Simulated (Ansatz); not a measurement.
Molecule: ReF2, net charge 0, sextet state. SMILES: [F][Re][F]
Geometry: optimised at B3LYP-D3(BJ)/def2-TZVP (Ansatz, a first-principles code).

Wanted: atomisation energy, in kcal/mol. Terms: 6-31G* and kin with 6d, 5d where marked; LANL2DZ with its own core potentials from Na on; atomisation electronic, to ground-state atoms; dispersion terms only where a functional's name holds one; open shells spin-unrestricted; no spin-orbit coupling; def2 sets with scalar-relativistic core potentials past Kr. Ab initio and DFT rows: single points at B3LYP-D3(BJ) geometries (Ansatz). The spin state of an ion or metal species was assumed, not searched.

```json
[
 {"species": "[F][Re][F] (sextet)", "coefficient": "-1", "E at B3LYP/6-31G* with LANL2DZ past Ar (Ansatz), Eh": "-278.73937", "E at PBE0/def2-TZVPD (Ansatz), Eh": "-277.88210"},
 {"species": "F atom", "coefficient": "+2", "E at B3LYP/6-31G* with LANL2DZ past Ar (Ansatz), Eh": "-99.71553", "E at PBE0/def2-TZVPD (Ansatz), Eh": "-99.67703"},
 {"species": "Re atom", "coefficient": "+1", "E at B3LYP/6-31G* with LANL2DZ past Ar (Ansatz), Eh": "-78.96415", "E at PBE0/def2-TZVPD (Ansatz), Eh": "-78.16663"}
]
```

 1 Eh = 627.5095 kcal/mol.

Q: Compute it at each level from the table.

A: 
- B3LYP/6-31G* with LANL2DZ past Ar: the sum of coefficient times E is 0.34416 Eh, or 215.96 kcal/mol. Result: 216.0 kcal/mol.
- PBE0/def2-TZVPD: the sum of coefficient times E is 0.36141 Eh, or 226.79 kcal/mol. Result: 226.8 kcal/mol.
